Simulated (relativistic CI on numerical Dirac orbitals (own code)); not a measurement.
**Sensitivity of the levels of Dy5+ to α and to the nuclear radius**

Calculated at this level of theory: Dirac-Coulomb-Breit CI, KLI orbitals optimised for each configuration, valence Slater integrals scaled by 0.85, P86 correlation energy added to each configuration, derivatives by finite differences, QED left out (own radial code, finite nucleus).

Configuration list (outside the closed core [Kr] 4d10 5s2): 4f8 5p5. The list is cut by size and lacks configurations that can hold low levels.

With x = (α/α₀)² − 1 an excitation energy changes as ω = ω₀ + qx; K = 2q/ω₀ is the relative enhancement. Terms are leading LS components, so labels can repeat. The field-shift factor is F = δν/δ⟨r²⟩ for the transition from the lowest level.

Lowest level 4f8 5p5 8G°_15/2.

```csv
Level,ω₀ (cm⁻¹),q (cm⁻¹),K,F (GHz/fm²)
4f8 5p5 8G°_13/2,4416.2,3188,1.44,0.0553
4f8 5p5 8G°_11/2,7635.2,4073,1.07,0.0679
4f8 5p5 8D°_3/2,8038.7,6316,1.57,0.172
4f8 5p5 8D°_5/2,8103.9,5949,1.47,0.12
4f8 5p5 8D°_7/2,8258.7,5470,1.32,0.0513
4f8 5p5 8D°_9/2,8440.1,4533,1.07,-0.0283
4f8 5p5 8D°_11/2,10851.8,4590,0.846,-0.223
4f8 5p5 8G°_9/2,11237.7,5204,0.926,0.00567
4f8 5p5 8F°_13/2,11941.8,150.3,0.0252,-0.0509
4f8 5p5 8G°_7/2,13759.8,5995,0.871,0.0723
4f8 5p5 6D°_9/2,14250.3,2162,0.303,-0.112
4f8 5p5 8F°_5/2,15412.0,5164,0.67,0.137
4f8 5p5 8F°_3/2,16488.3,5171,0.627,0.176
```

At this charge configurations can still be misplaced by up to about 7 % of their energy. Levels and lines within the n = 5 or 6 shells can be off by up to 10 % or somewhat more, and those that change n by about 2 %, since core polarisation is missing.
